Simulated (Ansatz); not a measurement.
Consider the ligand exchange at the Hf–N bond: `CC[N](C)[Hf]([Cl])([Cl])[Cl]` + H–F → `[F][Hf]([Cl])([Cl])[Cl]` + `CCNC`.

Program: Ansatz. Geometries: PBE0-D4/def2-TZVP. ΔE: electronic, gas phase. CCSD(T)/CBS adds triple-zeta CCSD(T) − MP2 to the extrapolated MP2 energy (def2 sets, frozen cores). This one scheme is used for every species. Functionals use def2-TZVPP. Elements past krypton have def2 core potentials. For Hf outer-core shells are correlated without core-valence functions, which leaves a few kJ/mol of doubt a bond. Each species was taken in one conformer, which may not be the lowest.

```json
{"level": "BHLYP", "ΔE (kcal/mol)": "-27.8"}
{"level": "HF/CBS(def2)", "ΔE (kcal/mol)": "-30.6"}
```

What does CCSD(T)/CBS give? (Best estimate.)

Ansatz gave: -19.7 kcal/mol. The listed levels differ from it by -8.1, -10.9 kcal/mol.

What do rigid-rotor, harmonic-oscillator terms from PBE0-D4/def2-TZVP frequencies (298.15 K, 1 bar) make of the CCSD(T)/CBS value? (Estimate.)

The calculation gave: ΔZPE = +2.2 kcal/mol, ΔH = -18.8 kcal/mol, ΔS = 7 J/(mol·K), ΔG = -19.3 kcal/mol. Modes under 50 cm⁻¹ make the entropy rough.

Largest T1 diagnostic among the species: 0.014.

From BLYP to BHLYP (50 % exact exchange), in def2-TZVPP and without D4, ΔE moves by +1.6 kcal/mol. In def2-TZVPP, CCSD(T) changes the Hartree–Fock value by +11.1 kcal/mol (the triples alone add +1.6 kcal/mol) and MP2 by +13.8 kcal/mol.
